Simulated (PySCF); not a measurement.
Precursor series Ti Cl-OH. All species are isolated molecules in the gas phase. One relaxed conformer stands for each flexible species; it need not be the lowest.

The charge on the central atom (meta-Löwdin) from two functionals at the same geometries (BP86-D3(BJ)/def2-SVP), both in PySCF: PBE-D3(BJ)/def2-TZVP and B3LYP-D3(BJ)/def2-TZVP. B3LYP has the VWN-RPA correlation part, as in Gaussian. 

```json
[
 {"species": "0 of 4 Cl replaced by OH", "B3LYP-D3(BJ)/def2-TZVP (e)": "1.15"},
 {"species": "1 of 4 Cl replaced by OH ([Ti(Cl)3(OH)])", "B3LYP-D3(BJ)/def2-TZVP (e)": "1.24"},
 {"species": "2 of 4 Cl replaced by OH ([Ti(Cl)2(OH)2])", "B3LYP-D3(BJ)/def2-TZVP (e)": "1.33"},
 {"species": "3 of 4 Cl replaced by OH ([Ti(Cl)(OH)3])", "B3LYP-D3(BJ)/def2-TZVP (e)": "1.42"},
 {"species": "4 of 4 Cl replaced by OH", "B3LYP-D3(BJ)/def2-TZVP (e)": "1.49"}
]
```

Task: What does PBE-D3(BJ)/def2-TZVP give for each?

Result: 
- 0 of 4 Cl replaced by OH: 1.02
- 1 of 4 Cl replaced by OH ([Ti(Cl)3(OH)]): 1.11
- 2 of 4 Cl replaced by OH ([Ti(Cl)2(OH)2]): 1.20
- 3 of 4 Cl replaced by OH ([Ti(Cl)(OH)3]): 1.28
- 4 of 4 Cl replaced by OH: 1.35
Over these rows, drawn at random from the members with no instability flagged (it was tested for open shells, ions and some series alone), PBE minus B3LYP-D3(BJ): mean -0.13 e, from -0.14 e to -0.12 e.
